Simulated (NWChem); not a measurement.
Molecule: BeNH3; SMILES [NH2][BeH]

All runs: NWChem. Coordinates come from a PBE0/def2-SVP optimisation. Total energies of different functionals are on different scales.

| level | energy (Ha) | highest occupied level (eV) | orbital gap (eV) | dipole (D) |
|---|---|---|---|---|
| B3LYP/def2-TZVP | -71.3628 | -7.15 | 6.97 | 1.69 |
| PBE/def2-TZVP | -71.2393 | -6.02 | 5.28 | 1.77 |
| BHandHLYP/def2-TZVP | -71.3121 | -8.68 | 9.35 | 1.59 |
| TPSSh/def2-TZVP | -71.3560 | -6.61 | 6.41 | 1.70 |
| CAM-B3LYP/def2-TZVP | -71.3108 | -8.86 | 9.68 | 1.66 |
| OLYP/def2-TZVP | -71.3207 | -5.83 | 5.23 | 1.74 |
| PW91/def2-TZVP | -71.3081 | -6.08 | 5.26 | 1.77 |
| Hartree-Fock/def2-TZVP | -70.8822 | -10.77 | 12.58 | 1.50 |
| PBE0/def2-TZVP | -71.2507 | (withheld) | (withheld) | 1.67 |

Task: Fill in the missing entries.

Result: 
- PBE0/def2-TZVP, highest occupied level (eV): -7.39
- PBE0/def2-TZVP, orbital gap (eV): 7.47
